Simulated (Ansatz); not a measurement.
Ansatz (an electronic-structure program) input (B3LYP-D3(BJ)/def2-TZVP):

Ansatz 0.2 input:
```yaml
crystal:
  periodic: [false, false, false]
  atoms:
    - {symbol: B, position_ang: [-0.23786288, 0.00343873, 0.81000921]}
    - {symbol: B, position_ang: [0.20188960, -0.00291868, -0.68750716]}
    - {symbol: H, position_ang: [-0.56932867, 0.00823067, 1.93877017]}
    - {symbol: H, position_ang: [0.33858303, 1.02002683, -1.29056935]}
    - {symbol: H, position_ang: [0.41061205, -1.03085779, -1.26071108]}
basis:
  gaussian:
    orbitals: def2-TZVP
hamiltonian:
  xc: b3lyp
  dispersion: d3bj
magnetization: {spin_polarized: true, initial_magnetization: 1}
phonons: {temperatures: {t_min: 298.15, t_max: 298.15, t_step: 100}}
```

Output:

```
Functional definition: B3LYP
integrals: 0.01 GiB planned
470 factors; their error is unknown
mean field: 0.19 GiB planned
mean field evaluation 1: about -1396.4472 eV, gradient 2.0e1 eV
mean field evaluation 2: about -1396.6683 eV, gradient 1.9e1 eV
mean field evaluation 4: about -1399.2150 eV, gradient 1.0e0 eV
mean field evaluation 8: about -1399.2162 eV, gradient 1.4e-1 eV
mean field evaluation 16: about -1399.2163 eV, gradient 2.7e-5 eV
mean field -1399.21630162 eV, -51.4202506618 hartree, gradient 2.7e-5 eV, S^2 0.752493; 0 other end points of the search recorded, 0 dependent functions left out
the calculation of the forces begins
reference -1399.21652862 eV, -51.4202590036 hartree; 7, 6 occupied and 73, 74 virtual orbitals, 470 factors
these checks for a lower state are left out or cut short: stability, starts, cluster_reference, orbital_swaps, neighbouring_geometries, increment
integrals: 0.01 GiB planned
470 factors; their error is unknown
mean field: 0.19 GiB planned
mean field -1399.21622545 eV, -51.4202478625 hartree, gradient 3.0e-6 eV, S^2 0.752494; 0 other end points of the search recorded, 0 dependent functions left out
the calculation of the forces begins
reference -1399.21645241 eV, -51.4202562029 hartree; 7, 6 occupied and 73, 74 virtual orbitals, 470 factors
these checks for a lower state are left out or cut short: stability, starts, cluster_reference, orbital_swaps, neighbouring_geometries, increment
integrals: 0.01 GiB planned
470 factors; their error is unknown
mean field: 0.19 GiB planned
mean field -1399.21624582 eV, -51.4202486112 hartree, gradient 2.9e-6 eV, S^2 0.752491; 0 other end points of the search recorded, 0 dependent functions left out
the calculation of the forces begins
reference -1399.21647285 eV, -51.4202569543 hartree; 7, 6 occupied and 73, 74 virtual orbitals, 470 factors
these checks for a lower state are left out or cut short: stability, starts, cluster_reference, orbital_swaps, neighbouring_geometries, increment
integrals: 0.01 GiB planned
470 factors; their error is unknown
mean field: 0.19 GiB planned
mean field evaluation 32: about -1399.2162 eV, gradient 2.9e-4 eV
mean field -1399.21622533 eV, -51.4202478581 hartree, gradient 1.4e-6 eV, S^2 0.752492; 0 other end points of the search recorded, 0 dependent functions left out
the calculation of the forces begins
reference -1399.21645237 eV, -51.4202562016 hartree; 7, 6 occupied and 73, 74 virtual orbitals, 470 factors
these checks for a lower state are left out or cut short: stability, starts, cluster_reference, orbital_swaps, neighbouring_geometries, increment
integrals: 0.01 GiB planned
470 factors; their error is unknown
mean field: 0.19 GiB planned
mean field -1399.21620906 eV, -51.4202472602 hartree, gradient 1.4e-6 eV, S^2 0.752493; 0 other end points of the search recorded, 0 dependent functions left out
the calculation of the forces begins
reference -1399.21643600 eV, -51.4202556002 hartree; 7, 6 occupied and 73, 74 virtual orbitals, 470 factors
these checks for a lower state are left out or cut short: stability, starts, cluster_reference, orbital_swaps, neighbouring_geometries, increment
integrals: 0.01 GiB planned
470 factors; their error is unknown
mean field: 0.19 GiB planned
mean field -1399.21626566 eV, -51.4202493401 hartree, gradient 1.1e-6 eV, S^2 0.752491; 0 other end points of the search recorded, 0 dependent functions left out
the calculation of the forces begins
reference -1399.21649265 eV, -51.4202576818 hartree; 7, 6 occupied and 73, 74 virtual orbitals, 470 factors
these checks for a lower state are left out or cut short: stability, starts, cluster_reference, orbital_swaps, neighbouring_geometries, increment
integrals: 0.01 GiB planned
470 factors; their error is unknown
mean field: 0.19 GiB planned
mean field -1399.21627828 eV, -51.4202498041 hartree, gradient 1.3e-6 eV, S^2 0.752495; 0 other end points of the search recorded, 0 dependent functions left out
the calculation of the forces begins
reference -1399.21650528 eV, -51.4202581458 hartree; 7, 6 occupied and 73, 74 virtual orbitals, 470 factors
these checks for a lower state are left out or cut short: stability, starts, cluster_reference, orbital_swaps, neighbouring_geometries, increment
integrals: 0.01 GiB planned
470 factors; their error is unknown
mean field: 0.19 GiB planned
mean field -1399.21628348 eV, -51.4202499949 hartree, gradient 8.3e-7 eV, S^2 0.752494; 0 other end points of the search recorded, 0 dependent functions left out
the calculation of the forces begins
reference -1399.21651046 eV, -51.4202583363 hartree; 7, 6 occupied and 73, 74 virtual orbitals, 470 factors
these checks for a lower state are left out or cut short: stability, starts, cluster_reference, orbital_swaps, neighbouring_geometries, increment
integrals: 0.01 GiB planned
470 factors; their error is unknown
mean field: 0.19 GiB planned
mean field evaluation 64: about -1399.2163 eV, gradient 9.0e-7 eV
mean field -1399.21626926 eV, -51.4202494726 hartree, gradient 9.0e-7 eV, S^2 0.752492; 0 other end points of the search recorded, 0 dependent functions left out
the calculation of the forces begins
reference -1399.21649626 eV, -51.4202578147 hartree; 7, 6 occupied and 73, 74 virtual orbitals, 470 factors
these checks for a lower state are left out or cut short: stability, starts, cluster_reference, orbital_swaps, neighbouring_geometries, increment
integrals: 0.01 GiB planned
470 factors; their error is unknown
mean field: 0.19 GiB planned
mean field -1399.21627253 eV, -51.4202495926 hartree, gradient 1.1e-6 eV, S^2 0.752492; 0 other end points of the search recorded, 0 dependent functions left out
the calculation of the forces begins
reference -1399.21649950 eV, -51.4202579335 hartree; 7, 6 occupied and 73, 74 virtual orbitals, 470 factors
these checks for a lower state are left out or cut short: stability, starts, cluster_reference, orbital_swaps, neighbouring_geometries, increment
integrals: 0.01 GiB planned
470 factors; their error is unknown
mean field: 0.19 GiB planned
mean field -1399.21627421 eV, -51.4202496544 hartree, gradient 1.5e-6 eV, S^2 0.752494; 0 other end points of the search recorded, 0 dependent functions left out
the calculation of the forces begins
reference -1399.21650122 eV, -51.4202579970 hartree; 7, 6 occupied and 73, 74 virtual orbitals, 470 factors
Total energy: -1399.30717899 eV, -51.4235903434 hartree
Atom 0 at    -0.237863     0.003439     0.810009 Å, force    -0.000002     0.000000     0.000008 eV/Å
Atom 1 at     0.201890    -0.002919    -0.687507 Å, force     0.000002    -0.000000    -0.000006 eV/Å
Atom 2 at    -0.569329     0.008231     1.938770 Å, force     0.000004    -0.000000    -0.000013 eV/Å
Atom 3 at     0.338583     1.020027    -1.290569 Å, force    -0.000001    -0.000002     0.000005 eV/Å
Atom 4 at     0.410612    -1.030858    -1.260711 Å, force    -0.000002     0.000002     0.000005 eV/Å
Dipole moment:    -0.081593     0.001180     0.277853 e Å
Vibrations: 322.45 521.55 788.45 897.71 1013.82 1164.73 2566.48 2627.50 2784.85 cm⁻¹, zero-point energy 0.786527 eV
```

It need not be the lowest isomer of its formula.
